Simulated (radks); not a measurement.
Ru XXXVII, configuration [He] 2s2 2p4. Calculated with a radial shooting solver on a logarithmic mesh with Libxc functionals: Dirac Kohn-Sham, PBE, spin-unpolarised, spherical densities, point nucleus; open shells are shared between the two j in proportion to 2j + 1; speed of light set to 205.554 atomic units (1.5 times the physical value, a model run). Some entries of the table are withheld. Estimate them.

orbital     occ.  eigenvalue (eV)  <1/r> (bohr^-1)
1s1/2          2        -24071.06            44.56
2s1/2          2        -5265.346            10.52
2p1/2    1.33333              (1)              (2)
2p3/2    2.66667              (3)              (4)
3s1/2          0        -2198.036            4.438
3p1/2          0        -2140.845              (5)
3p3/2          0        -2124.303              (6)

Answer. 
(1) 2p1/2 eigenvalue (eV): -5094.146
(2) 2p1/2 <1/r> (bohr^-1): 10.47
(3) 2p3/2 eigenvalue (eV): -5032.629
(4) 2p3/2 <1/r> (bohr^-1): 10.23
(5) 3p1/2 <1/r> (bohr^-1): 4.397
(6) 3p3/2 <1/r> (bohr^-1): 4.334
